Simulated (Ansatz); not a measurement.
Reactions of C$_{2}$H$_{5}$AlGe (`C#[C][AlH][GeH3]`).

Program: Ansatz. Geometries: PBE0-D4/def2-TZVP. ΔE: electronic, gas phase. CCSD(T)/CBS adds triple-zeta CCSD(T) − MP2 to the extrapolated MP2 energy (def2 sets, frozen cores). This one scheme is used for every species. Functionals use def2-TZVPP. For Ga, Ge outer-core shells are correlated without core-valence functions, which leaves a few kJ/mol of doubt a bond. Scalar relativity is left out up to krypton. One conformer a species, not always the lowest.

```
                                                                         reaction  MP2/CBS(def2) (kJ/mol)  PBE0-D4 (kJ/mol)  PBE-D4 (kJ/mol)  HF/CBS(def2) (kJ/mol)  CCSD(T)/CBS(def2) (kJ/mol)
   `C#[C][AlH][GeH3]` + `[SiH3][SiH2]S` → `[SiH3][SiH2][S][GeH3]` + `C#[C][AlH2]`                     -30               -17              -14                    -26                         -21
                      `C#[C][AlH][GeH3]` + `NCS` → `SC[NH][GeH3]` + `C#[C][AlH2]`                      13                29               29                     13                          20
                       `C#[C][AlH][GeH3]` + `C=N` → `C#[C][AlH2]` + `C=[N][GeH3]`                      27                42               43                     20                          34
   `C#[C][AlH][GeH3]` + `FC1O[SiH2]O1` → `[GeH3][CH]1O[SiH2]O1` + `C#[C][AlH][F]`                    -166              -126             -126                   -138                        -152
      `C#[C][AlH][GeH3]` + `[CH3][AlH][OH]` → `C#C[O][AlH][CH3]` + `[AlH2][GeH3]`                     158               128              126                    135                         152
               `C#[C][AlH][GeH3]` + `NB(O)Cl` → `NB(Cl)[O][GeH3]` + `C#[C][AlH2]`                      10                27               30                     -9                          14
                   `C#[C][AlH][GeH3]` + `[GaH3]` → `[GaH2][GeH3]` + `C#[C][AlH2]`                     -11                -6               -6                    -10                         -10
             `C#[C][AlH][GeH3]` + fluoromethane → `F[CH2][AlH][GeH3]` + acetylene                      93                86               81                    100                          89
                 `C#[C][AlH][GeH3]` + `COC(=O)O` → `C#COC(=O)OC` + `[AlH2][GeH3]`                     202               180              174                    193                         197
`C#[C][AlH][GeH3]` + `[F][GeH]([F])[F]` → `[F][GeH]([F])[GeH3]` + `C#[C][AlH][F]`                    -128              -116             -118                   -115                        -123
```

Largest T1 diagnostic: 0.014, for `C#COC(=O)OC`.
